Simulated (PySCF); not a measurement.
Species: [ZnCl4]2- (charge -2 and singlet state).
Bonds: Zn1–Cl2, Zn1–Cl3, Zn1–Cl4, Zn1–Cl5.

Method used: PBE0-D3(BJ)/def2-SVP geometry optimisation, gas phase in PySCF 2.14.0.

Q: How far are the bound atoms from Zn1?

A: 4 atoms: Cl3 2.333 Å, Cl5 2.340 Å, Cl2 2.341 Å, Cl4 2.342 Å.

Q: List the angles at Zn1.

A: 
| angle | degrees | distance of the outer atoms (Å) |
| --- | --- | --- |
| Cl2–Zn1–Cl5 | 110.1 | 3.84 |
| Cl2–Zn1–Cl4 | 109.9 | 3.83 |
| Cl4–Zn1–Cl5 | 109.5 | 3.82 |
| Cl2–Zn1–Cl3 | 109.3 | 3.81 |
| Cl3–Zn1–Cl4 | 109.2 | 3.81 |
| Cl3–Zn1–Cl5 | 108.8 | 3.80 |

Q: What is the shape at Zn1?

A: Tetrahedral: angles from 108.8° to 110.1°; τ4 = (360° − α − β)/141° = 0.99 with α and β the two widest (0 for a square, 1 for a tetrahedron). Differences among atoms that Td makes equivalent are scatter left by the optimiser.

Point group: Td (tolerance 0.08 Å). Charge -2, singlet. Whether so highly charged an anion holds all its electrons in the gas phase wasn't checked; a finite basis holds them in any case. No counter-ion or solvent screens the charge of this multiply charged ion. PBE0-D3(BJ)/def2-SVP frequencies: not computed here.

On Arm Neoverse V1, one thread, no GPU, shared host, this took 21 s wall. This is the geometry optimisation.
